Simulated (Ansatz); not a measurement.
Abridged output of a molecular run in Ansatz:

```
Functional definition: HF
2111 factors; integrals over basis functions are off by at most 9.7e-4 eV
mean field evaluation 1: about -58559.2429 eV, gradient 4.8e1 eV
mean field evaluation 2: about -58559.4998 eV, gradient 4.8e1 eV
mean field evaluation 4: about -58565.2501 eV, gradient 5.2e0 eV
mean field evaluation 8: about -58565.3396 eV, gradient 3.2e-1 eV
mean field -58565.34028981 eV, -2152.2365586370 hartree, gradient 4.8e-6 eV, S^2 0.000000; 0 other end points of the search recorded, 0 dependent functions left out
14 core orbitals not correlated: weight in the atoms' cores, before any rotation towards them, 1.000 or more for the frozen orbitals, at most 0.000 for the correlated occupied ones
reference -58565.34028981 eV, -2152.2365586370 hartree; 23, 23 occupied and 320, 320 virtual orbitals, 2111 factors
second order -32.71005636 eV of doubles, -0.00000000 eV of singles
cycle   1  -32.86790452 eV  change   -1.6e-1 eV  update   1.3e-1
cycle   2  -33.76230143 eV  change   -8.9e-1 eV  update   3.6e-2
cycle   3  -33.91471051 eV  change   -1.5e-1 eV  update   1.7e-2
cycle   4  -33.90369884 eV  change    1.1e-2 eV  update   3.8e-3
cycle   5  -33.90331816 eV  change    3.8e-4 eV  update   1.6e-3
cycle   6  -33.90356631 eV  change   -2.5e-4 eV  update   4.4e-4
cycle   7  -33.90330604 eV  change    2.6e-4 eV  update   1.9e-4
cycle   8  -33.90324453 eV  change    6.2e-5 eV  update   5.9e-5
cycle   9  -33.90326156 eV  change   -1.7e-5 eV  update   2.4e-5
perturbative correction -1.39487452 eV, -0.0512606930 hartree
Total energy: -58600.63842588 eV, -2153.5337412118 hartree
```

Its atoms:

Cartesian coordinates in Å:
```
C 0.5982 1.2362 -0.7669
C -0.2437 0.3698 0.1584
N -1.1578 1.1354 0.9845
N 0.7108 -0.3786 1.0515
C -0.9425 -0.7516 -0.6099
Ga 0.5874 -2.0394 -0.3216
H 1.1526 1.9898 -0.1965
H -0.0527 1.7538 -1.4727
H 1.3130 0.6358 -1.3340
H -0.8191 2.0732 1.1662
H -2.0604 1.2061 0.5360
H 1.5391 0.1568 1.2867
H 0.2247 -0.5935 1.9165
H -1.8292 -1.0887 -0.0655
H -1.2396 -0.4485 -1.6139
H 1.8546 -1.9146 -1.2558
H 0.3647 -3.3420 0.5370
```

**Question.** Which basis set was used?
A. def2-TZVPP
B. def2-SVP
C. def2-SVPD
D. cc-pV(D+d)Z

**Answer.** A. It gives 357 functions.

**Question.** Write the keys of the input that set method, charge and spin (a neutral closed shell needs none for the last two).

**Answer.** 
```yaml
correlation: {method: ccsd_t}
```
